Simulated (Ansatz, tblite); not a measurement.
Cost and result up the ladder for cyclo-(H2GeSe)2 (Ge2H4Se2) (8 atoms). Charge 0, multiplicity 1. Geometry: PBE-D4/def2-SVP.

```csv
atom,x (Å),y (Å),z (Å)
Ge1,-0.1688,-0.3417,-1.5094
H2,-1.4890,-0.1969,-2.3174
H3,0.9655,-0.8791,-2.4266
Se4,0.4485,1.7065,-0.4365
Ge5,0.1682,0.3419,1.5094
H6,1.4941,0.1930,2.3074
H7,-0.9582,0.8796,2.4361
Se8,-0.4603,-1.7032,0.4371
```

Ansatz on 4 threads of Intel Xeon 6975P-C on a shared host; xTB runs through tblite on one thread. Times are rough, summed over both states, and most runs start from the orbitals of an earlier one. No level here is sound enough to serve as a yardstick. The other state is a triplet.

The xTB rows come from tblite. HOMO above LUMO, or a gap near zero within one spin, warns that the state may not be the lowest or that an electron is smeared out.

xTB has no spin-polarisation term.

| level | functions | vertical triplet (eV) | remarks |
| --- | --- | --- | --- |
| GFN2-xTB | 40 | 3.21 | – |
| r2SCAN-D4/def2-TZVP (with forces) | 216 | 3.51 | gap within one spin near zero (triplet) |
| PBE-D4/def2-TZVP | 216 | 3.27 | gap within one spin near zero (triplet) |
| GFN1-xTB | 44 | 4.64 | – |

(1) Estimate how long each takes.

## Answers

(1) GFN2-xTB 0.017 s; GFN1-xTB 0.021 s; PBE-D4/def2-TZVP 6.4 s; r2SCAN-D4/def2-TZVP (with forces) 15 s. On shared hardware such times vary by a factor of up to 3.
